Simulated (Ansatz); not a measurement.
Geometry optimisation, Ansatz, RKS PBE0-D4/6-31G*.

Input file:

```yaml
crystal:
  periodic: [false, false, false]
  atoms:
    - { symbol: "N", position_ang: [1.8207, -1.8004, 1.0993] }
    - { symbol: C, position_ang: [1.4051, -0.7131, 0.1515] }
    - { symbol: O, position_ang: [0.0516, -0.3193, 0.4207] }
    - { symbol: Si, position_ang: [-0.5034, 0.8936, -0.4856] }
    - { symbol: "N", position_ang: [-1.984, 1.3099, 0.32] }
    - { symbol: S, position_ang: [-1.2099, 0.1346, -2.3496] }
    - { symbol: H, position_ang: [1.1263, -2.5093, 0.9717] }
    - { symbol: H, position_ang: [1.6328, -1.3809, 2.0177] }
    - { symbol: H, position_ang: [2.1066, 0.1475, 0.3183] }
    - { symbol: H, position_ang: [1.5045, -1.0995, -0.8448] }
    - { symbol: H, position_ang: [0.3065, 2.0484, -0.5759] }
    - { symbol: H, position_ang: [-2.5596, 0.4998, 0.3942] }
    - { symbol: H, position_ang: [-1.7859, 1.5399, 1.2873] }
    - { symbol: H, position_ang: [-1.9241, 1.2197, -2.696] }
basis:
  gaussian: { orbitals: "6-31G*" }
hamiltonian:
  xc: pbe0
  dispersion: d4
relax:
  f_tol: 0.015
  max_steps: 40
```

Run as:

```bash
$ ansatz run input.yaml --threads 2 --pin off --max-ram 3072MiB --backend cpu --events-out ev --progress --plain --runs-dir out
```

Q: Where does it end, and by what steps?

A: The run converged. After 17 steps the energy has fallen by 0.607 eV; H13 moved furthest, 0.50 Å.

```json
{"step": "0", "energy less start (eV)": "0.0000", "largest force component (eV/Å)": "3.336", "accepted": "yes"}
{"step": "1", "energy less start (eV)": "-0.4165", "largest force component (eV/Å)": "1.191", "accepted": "yes"}
{"step": "2", "energy less start (eV)": "-0.5126", "largest force component (eV/Å)": "0.599", "accepted": "yes"}
{"step": "3", "energy less start (eV)": "-0.4909", "largest force component (eV/Å)": "1.135", "accepted": "no"}
{"step": "4", "energy less start (eV)": "-0.5875", "largest force component (eV/Å)": "0.352", "accepted": "yes"}
{"step": "5", "energy less start (eV)": "-0.5997", "largest force component (eV/Å)": "0.147", "accepted": "yes"}
{"step": "6", "energy less start (eV)": "-0.6034", "largest force component (eV/Å)": "0.046", "accepted": "yes"}
{"step": "7", "energy less start (eV)": "-0.6045", "largest force component (eV/Å)": "0.136", "accepted": "yes"}
{"step": "8", "energy less start (eV)": "-0.6055", "largest force component (eV/Å)": "0.033", "accepted": "yes"}
{"step": "9", "energy less start (eV)": "-0.6058", "largest force component (eV/Å)": "0.021", "accepted": "yes"}
{"step": "10", "energy less start (eV)": "-0.6060", "largest force component (eV/Å)": "0.028", "accepted": "yes"}
{"step": "11", "energy less start (eV)": "-0.6062", "largest force component (eV/Å)": "0.020", "accepted": "yes"}
{"step": "12", "energy less start (eV)": "-0.6064", "largest force component (eV/Å)": "0.023", "accepted": "yes"}
{"step": "13", "energy less start (eV)": "-0.6066", "largest force component (eV/Å)": "0.022", "accepted": "yes"}
{"step": "14", "energy less start (eV)": "-0.6067", "largest force component (eV/Å)": "0.024", "accepted": "yes"}
{"step": "15", "energy less start (eV)": "-0.6067", "largest force component (eV/Å)": "0.033", "accepted": "yes"}
{"step": "16", "energy less start (eV)": "-0.6068", "largest force component (eV/Å)": "0.022", "accepted": "yes"}
{"step": "17", "energy less start (eV)": "-0.6069", "largest force component (eV/Å)": "0.007", "accepted": "yes"}
```

```xyz
14
Properties=species:S:1:pos:R:3
N 1.945 -1.772 1.039
C 1.418 -0.857 0.088
O 0.107 -0.396 0.442
Si -0.654 0.856 -0.324
N -2.140 1.314 0.385
S -1.037 0.160 -2.317
H 1.334 -2.579 1.120
H 1.988 -1.336 1.956
H 2.096 0.003 0.010
H 1.370 -1.350 -0.890
H 0.219 2.061 -0.309
H -2.927 0.680 0.360
H -2.142 1.879 1.225
H -1.588 1.308 -2.755
```

Whether the end is a true minimum wasn't checked by a vibrational analysis.

Run time: 89 s on 2 threads of Intel(R) Xeon(R) Platinum 8259CL CPU @ 2.50GHz (Skylake/Cascade Lake), with other jobs on the host, peak memory 0.3 GiB.
